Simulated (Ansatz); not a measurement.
One geometry of BrClH2Si, SMILES `Cl[SiH2]Br`, several functionals.

```yaml
crystal:
  periodic: [false, false, false]
  atoms:
    - {symbol: Cl, position_ang: [-0.904184, -0.544833, 1.665724]}
    - {symbol: Si, position_ang: [0.152731, -0.085734, -0.018800]}
    - {symbol: Br, position_ang: [-0.989559, 1.311701, -1.287426]}
    - {symbol: H, position_ang: [0.379831, -1.327716, -0.782910]}
    - {symbol: H, position_ang: [1.411082, 0.572882, 0.382111]}
basis:
  gaussian: {orbitals: def2-TZVPP}
hamiltonian: {xc: pbe, dispersion: d4}
output: {forces: true, orbitals: {seedname: orbitals}}
```

```sh
$ ansatz run in.yaml --threads 2 --pin off --events-out ev --progress --plain
```

Output, abridged:

```
Functional definition: PBE
1076 factors; their error is unknown
mean field evaluation 1: about -90461.6858 eV, gradient 1.9e1 eV
mean field evaluation 2: about -90461.7030 eV, gradient 1.9e1 eV
mean field evaluation 4: about -90462.6089 eV, gradient 1.4e0 eV
mean field evaluation 8: about -90462.6097 eV, gradient 2.3e-2 eV
mean field evaluation 16: about -90462.5635 eV, gradient 1.5e-5 eV
mean field -90462.56354507 eV, -3324.4378925533 hartree, gradient 1.5e-5 eV, S^2 0.000000; 0 other end points of the search recorded, 0 dependent functions left out
reference -90462.56358086 eV, -3324.4378938686 hartree; 34, 34 occupied and 126, 126 virtual orbitals, 1076 factors
Total energy: -90462.69406317 eV, -3324.4426890051 hartree
Atom 0 at    -0.904184    -0.544833     1.665724 Å, force    -0.147510    -0.078477     0.258599 eV/Å
Atom 1 at     0.152731    -0.085734    -0.018800 Å, force     0.083987    -0.020019    -0.041685 eV/Å
Atom 2 at    -0.989559     1.311701    -1.287426 Å, force    -0.131909     0.174914    -0.168589 eV/Å
Atom 3 at     0.379831    -1.327716    -0.782910 Å, force     0.036136    -0.151702    -0.093730 eV/Å
Atom 4 at     1.411082     0.572882     0.382111 Å, force     0.159297     0.075283     0.045406 eV/Å
Dipole moment:     0.190290    -0.076104    -0.044286 e Å
```

Run time 2 s (2 threads of a server CPU on a shared host); peak host memory 0.2 GiB.

The same input with `hamiltonian: {xc: {name: BHLYP}, dispersion: d4}` and no forces (abridged; 2.3 s):

```
Functional definition: BHLYP
mean field evaluation 16: about -90482.2444 eV, gradient 8.1e-5 eV
mean field -90482.24437844 eV, -3325.1611498398 hartree, gradient 8.1e-5 eV, S^2 0.000000
Total energy: -90482.43633382 eV, -3325.1682040698 hartree
```

Changing it to `hamiltonian: {xc: {name: r2SCAN0}, dispersion: d4}` and no forces (abridged; 3.6 s):

```
Functional definition: r2SCAN0
mean field evaluation 16: about -90480.3088 eV, gradient 1.8e-5 eV
mean field -90480.30882137 eV, -3325.0900194292 hartree, gradient 1.8e-5 eV, S^2 0.000000
Total energy: -90480.34327774 eV, -3325.0912856774 hartree
```

Changing it to `hamiltonian: {xc: {name: B97M-V}}` and no forces (abridged; 4.9 s):

```
Functional definition: B97M-V
mean field evaluation 16: about -90464.5751 eV, gradient 5.8e-5 eV
mean field -90464.57507465 eV, -3324.5118149022 hartree, gradient 5.8e-5 eV, S^2 0.000000
Total energy: -90464.57512427 eV, -3324.5118167254 hartree
```

The same input with `hamiltonian: {xc: {name: CAM-B3LYP}, dispersion: d4}` and no forces (abridged; 3.2 s):

```
Functional definition: CAM-B3LYP
mean field evaluation 16: about -90486.3514 eV, gradient 4.7e-5 eV
mean field -90486.35139078 eV, -3325.3120797592 hartree, gradient 4.7e-5 eV, S^2 0.000000
Total energy: -90486.46656241 eV, -3325.3163122388 hartree
```

The same input with `hamiltonian: {xc: {name: PBE-QIDH}}` and no forces (abridged; 3.9 s):

```
Functional definition: PBE-QIDH
mean field evaluation 16: about -90447.9961 eV, gradient 2.1e-5 eV
mean field -90447.99610634 eV, -3323.9025490544 hartree, gradient 4.7e-6 eV, S^2 0.000000
19 core orbitals not correlated: weight in the atoms' cores, before any rotation towards them, 1.000 or more for the frozen orbitals, at most 0.000 for the correlated occupied ones
second order -17.87676274 eV of doubles, -0.00000000 eV of singles
Total energy: -90453.95503841 eV, -3324.1215357686 hartree
```
